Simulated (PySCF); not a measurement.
Species: C9H7Cl.
Cartesian coordinates in Å at the PBE0-D3(BJ)/def2-SVP level; atoms count from 1:
```
atom  x, y, z in Å
C1    -3.010   -1.967   -0.697
C2    -2.432   -0.968   -0.335
C3    -1.730    0.222    0.095
C4    -2.237    1.487   -0.392
C5    -2.651    2.550   -0.799
C6    -1.095    0.208    1.516
C7    -0.264    0.111    0.335
C8     0.918   -0.013   -0.245
C9     2.191   -0.076    0.522
Cl10   3.080   -1.599    0.178
H11   -3.522   -2.855   -1.022
H12   -3.023    3.490   -1.162
H13   -1.141    1.155    2.064
H14   -1.279   -0.692    2.112
H15    0.980   -0.065   -1.337
H16    2.010   -0.036    1.604
H17    2.869    0.744    0.243
```

All values: wB97X-D/def2-SVPD (PySCF, non-relativistic), on one gas-phase PBE0-D3(BJ)/def2-SVP geometry that isn't relaxed in the solvent. The solvent is an IEF-PCM continuum (van der Waals radii × 1.2), and excitations are vertical TDDFT with non-equilibrium linear response and a frozen core. Only the electrostatic response of the medium enters.

```json
{"run": "gas", "E − E(gas) (kcal/mol)": "0.00", "HOMO (eV)": "-9.16", "HOMO–LUMO gap (eV)": "9.99", "dipole (D)": "1.93", "lowest singlet (eV)": "5.69", "static polarisability (au)": "120.7"}
{"run": "P", "E − E(gas) (kcal/mol)": "-7.51", "HOMO (eV)": "-9.21", "HOMO–LUMO gap (eV)": "10.13", "dipole (D)": "2.64", "lowest singlet (eV)": "5.79", "static polarisability (au)": "160.3"}
{"run": "Q", "E − E(gas) (kcal/mol)": "-5.57", "HOMO (eV)": "-9.18", "HOMO–LUMO gap (eV)": "10.09", "dipole (D)": "2.43", "lowest singlet (eV)": "5.76", "static polarisability (au)": "148.7"}
```

Problem. The runs were made in acetone and chloroform. Which run belongs to which solvent?

Solution. P = acetone, Q = chloroform. The dielectric constants are 4.711 (chloroform), 20.49 (acetone), and the energy falls further as ε rises. The optical constants n² used for the excitations are 2.09, 1.85 in the same order. In this model the ground state sees the solvent through ε alone.

Problem. How constant is the ratio of the lowering to (ε − 1)/(2ε + 1)?

Solution. 
| solvent | (ε − 1)/(2ε + 1) | E − E(gas) (kcal/mol) | ratio (kcal/mol) | polarisation term (kcal/mol) |
| --- | --- | --- | --- | --- |
| chloroform | 0.356 | -5.57 | -15.6 | -6.20 |
| acetone | 0.464 | -7.51 | -16.2 | -8.69 |

The ratio changes by +3.4 % in size from chloroform to acetone. The polarisation term is half the interaction of the solute with the induced surface charges.

Hardware: one thread, Intel Xeon 6975P-C (x86_64), shared host with 192 logical CPUs at a one-minute load of 98. Cost: 52 s, 1.3 GiB resident at most. This is the whole response run at wB97X-D/def2-SVPD in acetone, SCF included.

The pairwise dispersion term of wB97X-D wasn't added to the energies; at a given geometry it leaves orbitals and properties as they are.
